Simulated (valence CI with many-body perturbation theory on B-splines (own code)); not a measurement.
Forbidden lines of Cu8+

Calculated by valence CI with perturbative core correlation (CI+MBPT): three valence electrons over a frozen Dirac-Fock core [Ar], radial functions for each j: 9 s, 9 p, 10 d, 8 f, 5 g, 3 h, 1 i, with the one-electron correlation potential Σ1 (screened to all orders), the two-electron term Σ2, the three-electron term Σ3, Breit, model QED; selected single and double excitations, second order for the rest, scaled by the run's own slope (own B-spline code, finite nucleus).

No measured levels were compared; by estimate terms of the open shell hold to 2 to 4 % of their energy, and close levels can change places; different configurations can be misplaced against each other by 1,000 to 8,000 cm⁻¹. Core correlation moves these levels by up to 2700 cm⁻¹, and in measured spectra 5 to 20 % of such shifts remained as error; rates that hang on mixing are uncertain with them. The list stops below the first excitations out of the core. Only levels of the ground parity were solved; by the run's estimate the other parity begins above the list, which can be wrong where configurations are misplaced.

Lines 51 to 91 of 91 in falling wavelength, among levels below 427530 cm⁻¹, chosen from the decays that carry over 1 % of a level's rate. Wavelengths and rates use the calculated energies, so an error of 2000 cm⁻¹ moves a line at 280.7 nm by 5.6 % and its rate by three times that or more. Electric multipoles are in the length gauge, E1 and E2 with the static RPA response of the core. S is in atomic units (e²a₀⁴ for E2 and M2, e²a₀⁶ for E3), for M1 in squared Bohr magnetons. Weak lines are less certain than strong ones. Lines between different terms over intervals too small for the method are left out, as are lines whose strength nearly cancels. The highest levels of a list are the least certain.

Names give the largest LS component (configuration and term), which can be under half, so a name can repeat, a term be missing and a line seem to break the LS rules; names also repeat where a configuration has a term twice. Letters in brackets count levels of one name in rising energy.

| λ vac (nm) | Upper | Lower | Type | A (s⁻¹) | S (a.u.) |
| --- | --- | --- | --- | --- | --- |
| 280.7 | 3d³ ²D_5/2 [b] | 3d³ ²F_7/2 | M1 | 2.47e+00 | 1.22e-02 |
| 280.7 | 3d³ ²D_5/2 [b] | 3d³ ²F_7/2 | E2 | 7.38e-01 | 6.89e-01 |
| 279.5 | 3d³ ²F_5/2 | 3d³ ⁴P_5/2 | M1 | 6.61e-02 | 3.21e-04 |
| 279.5 | 3d³ ²F_5/2 | 3d³ ²G_7/2 | M1 | 1.05e+00 | 5.09e-03 |
| 279.5 | 3d³ ²F_5/2 | 3d³ ²G_7/2 | E2 | 2.11e-01 | 1.93e-01 |
| 276.2 | 3d³ ²H_9/2 | 3d³ ⁴F_7/2 | M1 | 1.00e-01 | 7.82e-04 |
| 275.6 | 3d³ ²D_3/2 [a] | 3d³ ⁴F_3/2 | M1 | 2.86e+00 | 8.89e-03 |
| 268.9 | 3d³ ²P_1/2 | 3d³ ⁴F_3/2 | M1 | 2.87e-02 | 4.14e-05 |
| 263.5 | 3d³ ²D_5/2 [a] | 3d³ ⁴F_7/2 | M1 | 7.10e+00 | 2.89e-02 |
| 252.9 | 3d³ ²D_5/2 [a] | 3d³ ⁴F_5/2 | M1 | 9.61e-01 | 3.46e-03 |
| 247.7 | 3d³ ²D_3/2 [b] | 3d³ ⁴F_5/2 | M1 | 4.38e+00 | 9.87e-03 |
| 245.2 | 3d³ ²D_5/2 [a] | 3d³ ⁴F_3/2 | M1 | 2.83e-01 | 9.29e-04 |
| 240.3 | 3d³ ²D_3/2 [b] | 3d³ ⁴F_3/2 | M1 | 2.24e+00 | 4.62e-03 |
| 174.5 | 3d³ ²D_5/2 [b] | 3d³ ²D_3/2 [b] | E2 | 2.17e+00 | 1.88e-01 |
| 174.5 | 3d³ ²D_5/2 [b] | 3d³ ²D_3/2 [b] | M1 | 1.72e+00 | 2.03e-03 |
| 172.0 | 3d³ ²D_5/2 [b] | 3d³ ²D_5/2 [a] | E2 | 9.69e-01 | 7.82e-02 |
| 170.6 | 3d³ ²F_7/2 | 3d³ ⁴F_9/2 | M1 | 1.81e+00 | 2.67e-03 |
| 169.9 | 3d³ ²D_3/2 [c] | 3d³ ²D_5/2 [a] | M1 | 5.98e+00 | 4.35e-03 |
| 169.9 | 3d³ ²D_3/2 [c] | 3d³ ²D_5/2 [a] | E2 | 5.18e-01 | 2.62e-02 |
| 167.0 | 3d³ ²D_5/2 [b] | 3d³ ²H_9/2 | E2 | 7.42e-01 | 5.16e-02 |
| 165.4 | 3d³ ²F_7/2 | 3d³ ⁴F_7/2 | M1 | 7.84e-02 | 1.05e-04 |
| 163.2 | 3d³ ²F_5/2 | 3d³ ⁴F_7/2 | M1 | 2.25e-01 | 2.18e-04 |
| 162.0 | 3d³ ²D_5/2 [b] | 3d³ ²P_1/2 | E2 | 8.13e-01 | 4.86e-02 |
| 161.2 | 3d³ ²F_7/2 | 3d³ ⁴F_5/2 | M1 | 6.98e-01 | 8.67e-04 |
| 160.1 | 3d³ ²D_3/2 [c] | 3d³ ²P_1/2 | E2 | 2.06e+00 | 7.74e-02 |
| 159.7 | 3d³ ²D_5/2 [b] | 3d³ ²D_3/2 [a] | M1 | 3.30e+00 | 2.99e-03 |
| 159.7 | 3d³ ²D_5/2 [b] | 3d³ ²D_3/2 [a] | E2 | 6.53e-01 | 3.63e-02 |
| 159.1 | 3d³ ²F_5/2 | 3d³ ⁴F_5/2 | M1 | 1.96e-01 | 1.76e-04 |
| 157.9 | 3d³ ²D_3/2 [c] | 3d³ ²D_3/2 [a] | E2 | 3.16e+00 | 1.11e-01 |
| 156.0 | 3d³ ²F_5/2 | 3d³ ⁴F_3/2 | M1 | 1.55e+00 | 1.31e-03 |
| 144.6 | 3d³ ²D_5/2 [b] | 3d³ ²G_9/2 | E2 | 1.37e+01 | 4.64e-01 |
| 141.7 | 3d³ ²D_5/2 [b] | 3d³ ⁴P_5/2 | M1 | 9.48e+00 | 5.99e-03 |
| 141.7 | 3d³ ²D_5/2 [b] | 3d³ ²G_7/2 | E2 | 1.39e+00 | 4.25e-02 |
| 140.2 | 3d³ ²D_3/2 [c] | 3d³ ⁴P_5/2 | M1 | 7.27e-01 | 2.97e-04 |
| 140.2 | 3d³ ²D_3/2 [c] | 3d³ ²G_7/2 | E2 | 1.78e+01 | 3.44e-01 |
| 138.1 | 3d³ ²D_5/2 [b] | 3d³ ⁴P_3/2 | M1 | 1.35e+00 | 7.90e-04 |
| 136.8 | 3d³ ²D_3/2 [c] | 3d³ ⁴P_3/2 | M1 | 3.41e+00 | 1.29e-03 |
| 136.3 | 3d³ ²D_3/2 [c] | 3d³ ⁴P_1/2 | M1 | 9.22e-01 | 3.46e-04 |
| 104.1 | 3d³ ²D_5/2 [b] | 3d³ ⁴F_7/2 | M1 | 1.78e+00 | 4.47e-04 |
| 101.6 | 3d³ ²D_3/2 [c] | 3d³ ⁴F_5/2 | M1 | 1.84e+00 | 2.87e-04 |
| 100.4 | 3d³ ²D_3/2 [c] | 3d³ ⁴F_3/2 | M1 | 8.39e-01 | 1.26e-04 |
